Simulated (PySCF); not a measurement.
**TDDFT excited states: C2H5F3Sn**

SnEtF3, C2H5F3Sn.
SMILES: `C[CH2][Sn]([F])([F])[F]`

Method used: TDDFT CAM-B3LYP/def2-SVPD, vertical, gas phase, core orbitals frozen in the response, def2 core potentials past Kr (PySCF). Geometry: PBE0-D3(BJ)/def2-SVP; no solvent, vibrations or thermal averaging. Spin–orbit coupling is left out.

| state | E (eV) | λ (nm) | ν̃ (cm⁻¹) | f | main configurations (H = HOMO, L = LUMO) |
| --- | --- | --- | --- | --- | --- |
| S1 | 6.95 | 178.5 | 56030 | 0.379 | H→L (95%) |
| S2 | 7.68 | 161.4 | 61950 | 0.0000 | H-2→L (87%) |
| S3 | 7.80 | 158.9 | 62940 | 0.0070 | H-4→L (58%), H-5→L (18%) |
| S4 | 7.81 | 158.7 | 63010 | 0.0090 | H-3→L (64%), H-6→L (13%) |
| S5 | 8.03 | 154.5 | 64730 | 0.022 | H-6→L (56%), H-1→L (20%), H-3→L (8%) |
| S6 | 8.06 | 153.8 | 65030 | 0.037 | H-5→L (64%), H-4→L (16%) |
| S7 | 8.18 | 151.5 | 66000 | 0.025 | H-1→L (71%), H-6→L (15%) |
| S8 | 8.36 | 148.4 | 67390 | 0.023 | H-7→L (60%), H→L+1 (19%) |
| S9 | 8.54 | 145.2 | 68880 | 0.095 | H→L+1 (65%), H-7→L (12%) |

Triplets, Tamm–Dancoff:

| state | E (eV) | λ (nm) | main configurations (H = HOMO, L = LUMO) |
| --- | --- | --- | --- |
| T1 | 5.48 | 226.3 | H→L (92%) |
| T2 | 7.27 | 170.5 | H-2→L (77%) |
| T3 | 7.30 | 169.8 | H-4→L (75%), H-3→L (8%) |
| T4 | 7.31 | 169.7 | H-3→L (72%), H-4→L (11%) |

The lowest singlet lies at 6.95 eV (178 nm, vacuum ultraviolet) and is strong; its leading configuration is HOMO→LUMO (95%). The lowest level is also the most intense of those listed (f = 0.379). S3/S4 lie within about 0.01 eV of each other. Löwdin shares by element: HOMO carbon 42%, tin 15%, fluorine 9% or more (atoms not listed hold the other 34%); LUMO tin 38%, fluorine 23% or more, carbon 20% or more (atoms not listed hold the other 20%). Of the 9 states listed, 6 reach f = 0.01 and 1 stays under 0.0005. Weighted by f, the mean energy of these states is 7.44 eV. Orbital energies (eV): HOMO-3 -12.83, HOMO-2 -12.77, HOMO-1 -12.60, HOMO -11.01, LUMO -1.15, LUMO+1 0.68, LUMO+2 0.96. The vertical ionisation energy (ΔSCF) is 11.91 eV, 3.37 eV above S9. Orbitals of the list HOMO-3 to LUMO+2 that lie within 0.01 eV of each other are written together with a slash and their weights summed (≥ marks a lower bound); for degenerate orbitals outside that list single weights are arbitrary. The window holds the lowest 10 singlets. The highest level found (8.70 eV, f 0.062 so far) is left out, since the window may have cut off a degenerate partner.
